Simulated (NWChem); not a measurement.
# C₂HF₂I; SMILES F/C=C(\F)I

All runs: NWChem. Structure relaxed at the PBE0/def2-SVP level. def2 effective core potentials on I; no spin-orbit coupling. Field at 589 nm.

For level B3LYP/def2-SVPD (core potentials):

```
Quantity                          Result
--------------------------------  ------
isotropic polarisability (bohr³)    63.8
anisotropy (bohr³)                  34.8
```

Task: What are these values for level B3LYP/def2-SVP (core potentials)?

Result: 
- isotropic polarisability (bohr³): 46.2
- anisotropy (bohr³): 38.9
